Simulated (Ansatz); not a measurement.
`[SiH3]NBS` + HCl → `SBCl` + `N[SiH3]` at 500 K and 1 bar (ligand exchange at a B–N bond).

Isolated molecules relaxed with PBE0-D4/def2-TZVP in Ansatz; ΔE leaves out vibrations. CCSD(T)/CBS adds triple-zeta CCSD(T) − MP2 to the extrapolated MP2 energy (def2 sets, frozen cores). This one scheme is used for every species. Each species was taken in one conformer, which may not be the lowest.

| species | CCSD(T)/CBS energy (Eh) | H − E (kJ/mol) | S (J/(mol·K)) |
| --- | --- | --- | --- |
| `[SiH3]NBS` | -770.04619 | 215.0 | 397.5 |
| HCl | -460.38127 | 32.5 | 201.9 |
| `SBCl` | -883.61129 | 88.8 | 313.7 |
| `N[SiH3]` | -346.80422 | 161.3 | 303.9 |

H − E and S are ideal-gas, rigid-rotor, harmonic terms from PBE0-D4/def2-TZVP, for one conformer and one mirror image of each species. 1 Eh = 2625.50 kJ/mol, R = 8.31446 J/(mol·K).

Task: By hand: ΔE, ΔH, ΔS and ΔG.

Result: ΔE = (-883.61129) + (-346.80422) − (-770.04619) − (-460.38127) = 0.01195 Eh = 31.4 kJ/mol. Δ(H − E) = 88.8 + 161.3 − 215.0 − 32.5 = 2.6, so ΔH = 34.0 kJ/mol. ΔS = 313.7 + 303.9 − 397.5 − 201.9 = 18.2 J/(mol·K). ΔG = 34.0 − 500 × (18.2)/1000 = 24.9 kJ/mol.

Task: By hand: the equilibrium constant, and the temperature at which ΔG would vanish if ΔH and ΔS stayed fixed.

Result: log₁₀ K = −ΔG/(RT ln 10) = -2.6. ΔG = 0 at ΔH/ΔS = 1868 K, though so small a ΔS makes that figure unsure.

ΔH outweighs TΔS. A doubt of 5 kJ/mol in ΔE shifts log₁₀ K by 0.5 here. Other conformers and mirror images would add mixing entropy, several J/(mol·K) or more a flexible species. These are equilibria of isolated gas molecules and say nothing of rates. Largest T1 diagnostic: 0.013 (customary marks: 0.02 for closed shells, 0.045 for open ones).
